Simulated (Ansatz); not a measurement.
C4H11AlO (`[AlH3-][O+]1CCCC1`) at its PBE0-D4/def2-TZVP geometry, where that method's forces vanish. The species carries charge 0 and has multiplicity 1.

```xyz
17

Al   -0.5238    2.4161   -0.5838
O     0.1563    0.6147   -0.1907
C    -0.2377   -0.4782   -1.0392
C     0.4131   -1.6970   -0.4042
C     0.6146   -1.2993    1.0724
C     0.0810    0.1230    1.1594
H    -2.0823    2.1563   -0.2859
H     0.2914    3.2461    0.5145
H    -0.0948    2.5244   -2.1214
H     0.1054   -0.2417   -2.0445
H    -1.3311   -0.5404   -1.0344
H    -0.2170   -2.5792   -0.5172
H     1.3715   -1.9107   -0.8774
H     1.6714   -1.3316    1.3374
H     0.0806   -1.9573    1.7580
H     0.6673    0.7995    1.7782
H    -0.9660    0.1554    1.4787
```

Task: What forces (eV/Å) does PBE-D4/def2-TZVPP give on these atoms in Ansatz 0.2.0? (Estimate.)

Result: Ansatz gave: 
```
Al1 -0.065  0.159 -0.037
O2   0.271  0.456 -0.164
C3  -0.091 -0.230 -0.195
C4   0.008 -0.082 -0.053
C5   0.027 -0.046  0.084
C6  -0.019 -0.095  0.300
H7  -0.089 -0.016  0.019
H8   0.051  0.042  0.065
H9   0.030  0.000 -0.089
H10  0.064  0.063 -0.216
H11 -0.251 -0.024 -0.014
H12 -0.121 -0.184 -0.025
H13  0.193 -0.054 -0.096
H14  0.213 -0.016  0.059
H15 -0.101 -0.137  0.141
H16  0.116  0.156  0.129
H17 -0.236  0.007  0.091
```
